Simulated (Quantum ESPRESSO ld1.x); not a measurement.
All-electron atom: Ba3+ in [Kr] 4d10 5s2 5p5. Method: Dirac Kohn-Sham, BLYP, spin-unpolarised, spherical densities, point nucleus; open shells are shared between the two j in proportion to 2j + 1; computed with ld1.x of Quantum ESPRESSO 7.5.

Radial electron density D(r) = 4 pi r^2 rho(r):

r (bohr),D(r) (e/bohr)
0.003147,15.55
0.003634,19.15
0.004164,23.13
0.004809,27.99
0.005509,33.17
0.006312,38.87
0.007289,45.34
0.008351,51.65
0.009645,58.22
0.01105,63.96
0.01276,69.06
0.01462,72.53
0.01688,74.40
0.01934,74.32
0.02234,72.50
0.0256,69.71
0.02956,66.74
0.03387,65.18
0.0388,65.99
0.04481,70.16
0.05134,76.94
0.05929,85.50
0.06792,92.37
0.07845,95.52
0.08987,93.05
0.1038,85.41
0.1189,76.58
0.1373,70.17
0.1573,69.92
0.1803,74.77
0.2082,80.65
0.2385,80.85
0.2754,71.71
0.3156,56.25
0.3645,39.61
0.4175,30.04
0.4822,28.40
0.5525,31.28
0.638,32.96
0.731,30.07
0.8442,23.24
0.9672,16.29
1.108,11.22
1.28,8.350
1.466,7.022
1.693,5.842
1.94,4.441
2.24,2.829
2.567,1.550
2.964,0.6697
3.396,0.2464
3.922,0.06654
4.494,0.01463
5.19,0.002111
5.946,0.0002393

D(r) has 4 maxima, at r = 0.0180, 0.0791, 0.224, 0.628 bohr, and minima at 0.0350, 0.148, 0.463 bohr, inside which lie 2.03, 11.18, 29.01 electrons.
